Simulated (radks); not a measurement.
Results of a calculation; reference values are marked as such.
The nuclear charge of the chlorine ion Cl2+ is varied continuously with 15 electrons held in [Ne] 3s2 3p3. Code: a radial shooting solver on a logarithmic mesh with Libxc functionals. Model: non-relativistic Kohn-Sham, PBE, spin-polarised, spherical densities, point nucleus; open shells are filled with parallel spins first. By the Hellmann-Feynman theorem dE/dZ = E(electron-nucleus)/Z, the electronic potential at the nucleus.

Z     E (hartree)  E(electron-nucleus)/Z (hartree)  HOMO  e(HOMO) (eV)  <r> HOMO (bohr)
16.5   -427.52186                         -61.0528    3p       -25.082            1.717
16.6   -433.65008                         -61.5117    3p       -26.617            1.689
16.7   -439.82419                         -61.9705    3p       -28.186            1.663
16.8   -446.04418                         -62.4292    3p       -29.789            1.637
16.9   -452.31002                         -62.8878    3p       -31.425            1.613
17     -458.62173                         -63.3463    3p       -33.095            1.589
17.1   -464.97927                         -63.8046    3p       -34.798            1.566
17.2   -471.38265                         -64.2629    3p       -36.535            1.543
17.3   -477.83185                         -64.7211    3p       -38.304            1.522
17.4   -484.32687                         -65.1792    3p       -40.106            1.501
17.5   -490.86770                         -65.6373    3p       -41.942            1.480
17.6   -497.45432                         -66.0952    3p       -43.809            1.461
17.7   -504.08674                         -66.5531    3p       -45.710            1.442
17.8   -510.76494                         -67.0109    3p       -47.643            1.423
17.9   -517.48892                         -67.4687    3p       -49.608            1.405
18     -524.25867                         -67.9263    3p       -51.606            1.388

The central difference of E at Z = 17 is -63.346 hartree, to compare with the third column; the second derivative is -4.58 hartree.
